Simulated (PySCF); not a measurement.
C$_{5}$H$_{6}$O, singlet, geometry from GFN2-xTB; PySCF with DF-CAMB3LYP/def2-SVPD.

Input for PySCF:
```python
from pyscf import gto, scf, dft

mol = gto.M(
    atom='''
C     2.262366    0.643357   -0.110006
C     1.448160   -0.333637    0.277058
C     0.021908   -0.270846    0.128086
C    -1.054206   -1.036868    0.394829
C    -1.898711    0.056510   -0.185697
O    -0.682483    0.792534   -0.426697
H     1.868050    1.538518   -0.560353
H     3.329683    0.578619    0.009749
H     1.817606   -1.242766    0.731829
H    -1.256202   -1.993360    0.823717
H    -2.556102    0.590992    0.500699
H    -2.420274   -0.163371   -1.117683
''',
    basis='def2-svpd',
    charge=0,
    spin=0,
    verbose=4,
    max_memory=1800,
)

mf = dft.RKS(mol)
mf.xc = 'camb3lyp'
mf = mf.density_fit(auxbasis='def2-universal-jkfit')
mf.kernel()
```

It wrote (shortened):

```
PySCF version 2.14.0

[INPUT] verbose = 4
[INPUT] num. atoms = 12
[INPUT] num. electrons = 44
[INPUT] charge = 0
[INPUT] spin (= nelec alpha-beta = 2S) = 0
[INPUT] symmetry False subgroup None
[INPUT] Mole.unit = angstrom
[INPUT] Symbol           X                Y                Z      unit          X                Y                Z       unit  Magmom
[INPUT]  1 C      2.262366000000   0.643357000000  -0.110006000000 AA    4.275252133528   1.215768530322  -0.207881212059 Bohr   0.0
[INPUT]  2 C      1.448160000000  -0.333637000000   0.277058000000 AA    2.736625784550  -0.630482555022   0.523563740620 Bohr   0.0
[INPUT]  3 C      0.021908000000  -0.270846000000   0.128086000000 AA    0.041400119937  -0.511824761934   0.242047460391 Bohr   0.0
[INPUT]  4 C     -1.054206000000  -1.036868000000   0.394829000000 AA   -1.992160618873  -1.959396547326   0.746118676036 Bohr   0.0
[INPUT]  5 C     -1.898711000000   0.056510000000  -0.185697000000 AA   -3.588043779699   0.106788423299  -0.350916472153 Bohr   0.0
[INPUT]  6 O     -0.682483000000   0.792534000000  -0.426697000000 AA   -1.289705954672   1.497672204406  -0.806340468174 Bohr   0.0
[INPUT]  7 H      1.868050000000   1.538518000000  -0.560353000000 AA    3.530102886994   2.907377657714  -1.058913703078 Bohr   0.0
[INPUT]  8 H      3.329683000000   0.578619000000   0.009749000000 AA    6.292188951620   1.093431440470   0.018422939988 Bohr   0.0
[INPUT]  9 H      1.817606000000  -1.242766000000   0.731829000000 AA    3.434777542366  -2.348487376921   1.382956380014 Bohr   0.0
[INPUT] 10 H     -1.256202000000  -1.993360000000   0.823717000000 AA   -2.373877737131  -3.766904467663   1.556599534148 Bohr   0.0
[INPUT] 11 H     -2.556102000000   0.590992000000   0.500699000000 AA   -4.830332726453   1.116813021809   0.946183980844 Bohr   0.0
[INPUT] 12 H     -2.420274000000  -0.163371000000  -1.117683000000 AA   -4.573655006406  -0.308726446696  -2.112114764082 Bohr   0.0

nuclear repulsion = 216.058711716706
number of shells = 73
number of NR pGTOs = 243
number of NR cGTOs = 171
basis = def2-svpd
ecp = {}

******** <class 'pyscf.df.df_jk.DFRKS'> ********
method = DFRKS
initial guess = minao
damping factor = 0
level_shift factor = 0
DIIS = <class 'pyscf.scf.diis.CDIIS'>
diis_start_cycle = 1
diis_space = 8
diis_damp = 0
SCF conv_tol = 1e-09
SCF conv_tol_grad = None
SCF max_cycles = 50
direct_scf = False
XC library pyscf.dft.libxc version 7.1.2
    S. Lehtola, C. Steigemann, M. J. T. Oliveira, and M. A. L. Marques,  SoftwareX 7, 1–5 (2018)
XC functionals = camb3lyp
    T. Yanai, D. P. Tew, and N. C. Handy,  Chem. Phys. Lett. 393, 51 (2004)
radial grids:
    Treutler-Ahlrichs [JCP 102, 346 (1995); DOI:10.1063/1.469408] (M4) radial grids

becke partition: Becke, JCP 88, 2547 (1988); DOI:10.1063/1.454033
pruning grids: <function nwchem_prune>
grids dens level: 3
symmetrized grids: False
atomic radii adjust function: <function treutler_atomic_radii_adjust>
small_rho_cutoff = 0
Set gradient conv threshold to 3.16228e-05
Initial guess from minao.
tot grids = 143520
******** <class 'pyscf.df.df.DF'> ********
auxbasis = def2-universal-jkfit
Create RSH-DF object <pyscf.df.df.DF object> for omega=0.33
******** <class 'pyscf.df.df.DF'> ********
auxbasis = auxmol.basis = def2-universal-jkfit
init E= -270.023442262917
  HOMO = -0.253282106993064  LUMO = -0.0849424330588158  gap/eV = 4.58076
cycle= 1 E= -268.883557967903  delta_E= 1.14  |g|= 0.566  |ddm|= 6.56
  HOMO = -0.225640480806888  LUMO = 0.0145187991728624  gap/eV = 6.53507
cycle= 2 E= -268.846273932557  delta_E= 0.0373  |g|= 0.76  |ddm|= 1.58
  HOMO = -0.273493346280795  LUMO = 0.00655491476575287  gap/eV = 7.62050
cycle= 3 E= -268.950578146114  delta_E= -0.104  |g|= 0.0813  |ddm|= 0.881
  HOMO = -0.283347736572824  LUMO = -0.000239639368500022  gap/eV = 7.70376
cycle= 4 E= -268.95171551178  delta_E= -0.00114  |g|= 0.0383  |ddm|= 0.192
  HOMO = -0.281087985867108  LUMO = 0.00138888695596462  gap/eV = 7.68659
cycle= 5 E= -268.952053613841  delta_E= -0.000338  |g|= 0.0102  |ddm|= 0.0758
  HOMO = -0.280683103660932  LUMO = 0.00267149568108715  gap/eV = 7.71047
cycle= 6 E= -268.952079807728  delta_E= -2.62e-05  |g|= 0.00318  |ddm|= 0.0237
  HOMO = -0.280866764546686  LUMO = 0.00239352257226777  gap/eV = 7.70791
cycle= 7 E= -268.9520825289  delta_E= -2.72e-06  |g|= 0.000511  |ddm|= 0.00599
  HOMO = -0.280907327065717  LUMO = 0.00238204208671222  gap/eV = 7.70870
cycle= 8 E= -268.952082623001  delta_E= -9.41e-08  |g|= 0.000303  |ddm|= 0.00181
  HOMO = -0.280905135573396  LUMO = 0.0024069604549477  gap/eV = 7.70931
cycle= 9 E= -268.95208265176  delta_E= -2.88e-08  |g|= 7.28e-05  |ddm|= 0.000648
  HOMO = -0.280896773575343  LUMO = 0.00241316420754734  gap/eV = 7.70926
cycle= 10 E= -268.95208265329  delta_E= -1.53e-09  |g|= 3.67e-05  |ddm|= 0.000208
  HOMO = -0.280901421162743  LUMO = 0.00241198439515955  gap/eV = 7.70935
cycle= 11 E= -268.952082653738  delta_E= -4.48e-10  |g|= 6.49e-06  |ddm|= 8.93e-05
  HOMO = -0.28090160287464  LUMO = 0.00241183863740302  gap/eV = 7.70935
Extra cycle  E= -268.952082653737  delta_E= 9.09e-13  |g|= 7.98e-06  |ddm|= 2.41e-05
converged SCF energy = -268.952082653737
```
